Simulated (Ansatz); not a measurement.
`[SiH3]CC[SeH]` + `BOCO` → `OCOB[SeH]` + `CC[SiH3]`  (formal exchange of groups at the Se–C bond)

Program: Ansatz. Geometries: PBE0-D4/def2-TZVP. ΔE: electronic, gas phase. CCSD(T)/CBS is the MP2 limit (def2-TZVPP, def2-QZVPP) plus CCSD(T) − MP2 in def2-TZVPP, frozen cores. DFT in def2-TZVPP. For Se outer-core shells are correlated without core-valence functions, which leaves a few kJ/mol of doubt a bond. Scalar relativity is left out up to krypton. Each species was taken in one conformer, which may not be the lowest.

`[SiH3]CC[SeH]`:

```xyz
12

Si    0.634    0.014   -1.690
C     0.178    0.543    0.060
C    -0.295   -0.616    0.914
Se   -0.716   -0.143    2.771
H    -0.546   -0.586   -2.370
H     1.100    1.184   -2.481
H     1.718   -1.004   -1.650
H     1.046    1.024    0.520
H    -0.599    1.311   -0.006
H    -1.175   -1.103    0.492
H     0.479   -1.380    1.016
H    -1.825    0.755    2.423
```

`BOCO`:

```xyz
9

B    -0.028    1.332   -0.840
O     0.635    0.361   -0.189
C     0.000   -0.849    0.179
O    -0.283   -0.869    1.531
H    -1.172    1.162   -1.169
H     0.574    2.337   -1.077
H     0.684   -1.654   -0.112
H    -0.953   -0.949   -0.345
H     0.544   -0.871    2.021
```

`OCOB[SeH]`:

Z-matrix (Å, degrees):
```
C
O 1 1.416
O 1 1.376 2 109.7
H 1 1.093 2 109.8 3 117.0
H 1 1.098 2 108.1 3 -122.9
B 2 1.343 1 125.0 3 -174.3
H 3 0.962 1 108.8 2 -63.6
Se 6 1.951 2 127.6 1 0.3
H 6 1.194 2 118.1 1 -179.5
H 8 1.468 6 99.0 2 -0.1
```

`CC[SiH3]`:

Z-matrix (Å, degrees):
```
C
C 1 1.526
H 1 1.093 2 111.4
H 1 1.093 2 111.6 3 120.1
H 1 1.093 2 111.4 3 -119.8
Si 2 1.876 1 113.4 3 59.9
H 2 1.095 1 110.5 3 -178.6
H 2 1.095 1 110.5 3 -61.7
H 6 1.489 2 110.4 1 -59.6
H 6 1.489 2 110.4 1 59.7
H 6 1.489 2 111.1 1 -180.0
```

| level | ΔE (eV) |
| --- | --- |
| ωB97M-V | -1.08 |
| MP2/def2-TZVPP | -1.08 |
| CCSD(T)/def2-TZVPP | -1.07 |
| HF/CBS(def2) | -1.03 |

Problem. What does CCSD(T)/CBS give? (Best estimate.)

Solution. Computed: -1.09 eV. The listed levels differ from it by 0.01, 0.01, 0.02, 0.06 eV.

Largest T1 diagnostic among the species: 0.013.

In def2-TZVPP, CCSD(T) changes the Hartree–Fock value by −0.03 eV (the triples alone add −0.01 eV) and MP2 by −0.04 eV.
